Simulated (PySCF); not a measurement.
# `O=Cc1cccs1`, C5H4OS

Cartesian coordinates in Å; atom numbers follow the order of the lines, from 1:
```xyz
11

O     1.7498   -2.3480   -0.5221
C     0.5883   -2.0325   -0.4340
C     0.1412   -0.6808   -0.0939
C     0.9367    0.4160    0.1716
C     0.1828    1.5744    0.4671
C    -1.1736    1.3403    0.4219
S    -1.5368   -0.2798    0.0219
H    -0.2321   -2.7736   -0.6118
H     2.0249    0.3535    0.1455
H     0.6132    2.5476    0.7053
H    -1.9790    2.0503    0.6066
```

Computed, not measured: quadratic response CAM-B3LYP/def2-TZVPD first hyperpolarisability, Taylor convention, gas phase in PySCF 2.14.0. Geometry: PBE0-D3(BJ)/def2-SVP.

Give the tensor of the static β(0;0,0) in the axes of these coordinates.

In au, Taylor convention; rows are the first index (the induced dipole):
|  | xx | yy | zz | xy | xz | yz |
| --- | --- | --- | --- | --- | --- | --- |
| x | +81.7 | -84.0 | +33.9 | +60.5 | +15.1 | -32.1 |
| y | +60.5 | +218.3 | -2.2 | -84.0 | -32.1 | +65.1 |
| z | +15.1 | +65.1 | -11.6 | -32.1 | +33.9 | -2.2 |

Norm of βᵢ = ⅓ Σⱼ (βᵢⱼⱼ + βⱼᵢⱼ + βⱼⱼᵢ): 286.8 au, hyper-Rayleigh value 129.3 au.
